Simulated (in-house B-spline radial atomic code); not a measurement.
Configurations of the vanadium ion V⁺, with energies counted from [Ar] 3d4. Method: scalar-relativistic (X2C) PBE, spin-polarised, spherical fractional occupations, Fermi nucleus of rms radius 3.6002 fm. Calculated with a B-spline radial code for spherical atoms. Shells without spins written out take the highest spin.

Occupations are held fixed; configurations that lie above the ionisation limit could autoionise.

```tsv
configuration	E - E(ref) (eV)	highest orbital	its <r> (bohr)
[Ar] 3d(3 up, 1 down)	2.274	3d down	1.602
[Ar] 3d3 4d1	9.9742	4d up	5.786
[Ne] 3s2 3p5 3d5	33.886	3d up	1.436
[Ne] 3s2 3p5 3d4 4p1	40.332	4p up	3.59
[Ne] 3s2 3p5 3d4 4d1	45.194	4d up	5.703
[Ne] 3s2 3p5 3d4 4f1	47.488	4f up	8.536
[Ne] 3s2 3p(2 up, 3 down) 3d(3 up, 1 down) 4d(1 up, 0 down)	51.132	4d up	5.741
```

Order these further configurations by energy, lowest first.
A. [Ne] 3s2 3p(3 up, 2 down) 3d(1 up, 3 down) 4f(0 up, 1 down)
B. [Ar] 3d3 4p1
C. [Ar] 3d3 4f1
D. [Ne] 3s2 3p(2 up, 3 down) 3d(5 up, 0 down)
E. [Ne] 3s2 3p5 3d4 4s1

B (5.2119 eV), C (12.203 eV), E (35.952 eV), D (38.356 eV), A (53.386 eV).

How far above the reference does [Ar] 3d(0 up, 3 down) 4d(1 up, 0 down) lie?

10.118 eV; its least bound orbital is 4d up with <r> = 5.942 bohr.

How far above the reference does [Ar] 3d3 4s1 lie?

0.94023 eV; its least bound orbital is 4s up with <r> = 2.981 bohr.
